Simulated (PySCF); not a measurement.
Vertical excitations of a molecule C3H10InN from TDA-PBE/def2-SVPD run with PySCF 2.14.0, as energy in eV (oscillator strength): 3.77 (0.173), 4.23 (0.017), 4.62 (0.018), 5.01 (0.005), 5.14 (0.007), 5.33 (0.000), 5.54 (0.033), 5.68 (0.031), 5.89 (0.030), 6.20 (0.006). Lowest triplet (TDA): 2.56 eV. Geometry: B3LYP-D3(BJ)/def2-SVP. The def2 effective core potentials stand for the cores of In; spin–orbit coupling is left out. One conformer was computed; it need not be the lowest.

Question: Identify the compound among the candidates.
A) [CH3][InH][N](C)C
B) C[NH][In]([CH3])[CH3]
C) CC[N](C)[InH2]
D) CC(C)[NH][InH2]

Answer: C, CC[N](C)[InH2]
